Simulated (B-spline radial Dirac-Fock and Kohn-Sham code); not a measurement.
**Photoionisation of calcium ions at Ga Kα (9251.7 eV)**

Model: independent-particle photoionisation in a Dirac-Hartree-Slater potential with a Latter tail, all multipoles, thresholds from Dirac-Fock ΔSCF. Program: a radial B-spline solver. Cross sections in kb; a dash marks an empty subshell or a threshold above the photon energy.

| ion | configuration | total | 1s | 3s | 3p1/2 | 3p3/2 | 4s |
| --- | --- | --- | --- | --- | --- | --- | --- |
| Ca | [Ar] 4s2 | 7.737 | 6.99 | 0.0635 | 0.00657 | 0.0124 | 0.00552 |
| Ca⁸⁺ | [Ne] 3s2 | 7.770 | 7.01 | 0.0894 | – | – | – |
| Ca¹⁴⁺ | [He] 2s2 2p2 | 7.754 | 7.09 | – | – | – | – |
| Ca¹⁵⁺ | [He] 2s2 2p1 | 7.768 | 7.12 | – | – | – | – |
| Ca¹⁸⁺ | 1s2 | 7.110 | 7.11 | – | – | – | – |

Values without a named source are computed, but for edge energies of neutral atoms, which are taken from tables.
